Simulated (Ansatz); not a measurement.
Reaction (cleavage of the Ge–Si bond): `O[SiH2][SiH2][GeH3]` + `BN` → `B[NH][GeH3]` + `O[SiH2][SiH3]`

Computed with Ansatz on PBE0-D4/def2-TZVP structures; ΔE is electronic, products minus reactants. CBS: MP2 limit from def2 TZ/QZ plus the TZ coupled-cluster correction, frozen cores. This one scheme is used for every species. Functionals use def2-TZVPP. B3LYP here is the variant with VWN-RPA as its local correlation; programs differ in this. For Ge outer-core shells are correlated without core-valence functions, which leaves a few kJ/mol of doubt a bond. Scalar relativity is left out up to krypton. One conformer a species, not always the lowest.

| level | ΔE (kcal/mol) |
| --- | --- |
| r2SCAN | 7.8 |
| B3LYP | 6.5 |

What does CCSD(T)/CBS give? (An estimate is asked.)

Computed: +6.4 kcal/mol. The listed levels differ from it by 1.4, 0.1 kcal/mol.

Largest T1 diagnostic among the species: 0.013.

In def2-TZVPP, CCSD(T) changes the Hartree–Fock value by +2.9 kcal/mol (the triples alone add +0.2 kcal/mol) and MP2 by +2.4 kcal/mol. The D4 term adds +0.7 kcal/mol with B3LYP and +0.5 kcal/mol with PBE0; it sums over pairs of atoms, weighted by their polarisabilities, and B3LYP, whose exchange is more repulsive, gets the larger term.
